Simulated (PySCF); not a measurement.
Computed shifts of a molecule C4H5BO, PySCF with PBE0/pcSseg-1, GIAO, gas phase, equivalent atoms averaged, in ppm (number of nuclei): ¹³C: 138.0 (1), 90.0 (1), 82.5 (2). ¹H: 5.40 (1), 4.86 (4). References: ¹³C against TMS (σ = 186.3 ppm); ¹¹B against BF3 (σ = 88.8 ppm); ¹⁷O against H2O (σ = 334.2 ppm); ¹H against TMS (σ = 31.56 ppm), references at their B3LYP-D3(BJ)/def2-TZVP geometries, non-relativistic. Geometry: PBE0-D3(BJ)/def2-SVP. Other conformers were not sampled.

Question: Pick the molecule that these values belong to.
(A) C#CB1COC1
(B) O=CB1C=CC1
(C) OB1C=CC=C1
(D) C#CB(O)C=C

Answer: A, C#CB1COC1
